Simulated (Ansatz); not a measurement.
Input file for Ansatz (an electronic-structure program): U-PBE/cc-pVTZ on hydrogen selenide (SMILES [SeH2]), a point of a bond scan (R = 1.323 Å).

Ansatz 0.2 input:
```yaml
crystal:
  periodic: [false, false, false]
  atoms:
    - {symbol: Se, position_ang: [0.00006887, 0.05705775, 0.00248776]}
    - {symbol: H, position_ang: [-0.94725159, -0.86629645, -0.03412773]}
    - {symbol: H, position_ang: [1.05016787, -0.97107215, -0.04638768]}
basis:
  gaussian:
    orbitals: cc-pVTZ
hamiltonian:
  xc: {name: PBE}
magnetization: {spin_polarized: true, initial_magnetization: 0}
```

The head of its log:

```
WARN ansatz: RAYON_NUM_THREADS=1 ignored (pool sized by the plan → 1); use --threads N
Functional definition: PBE
integrals: 0.01 GiB planned
500 factors; their error is unknown
mean field: 0.16 GiB planned
mean field evaluation 1: about -65372.5332 eV, gradient 9.5e0 eV
mean field evaluation 2: about -65372.7793 eV, gradient 6.6e0 eV
```

Task: Predict the final total energy.

Result: -2402.4154 hartree.
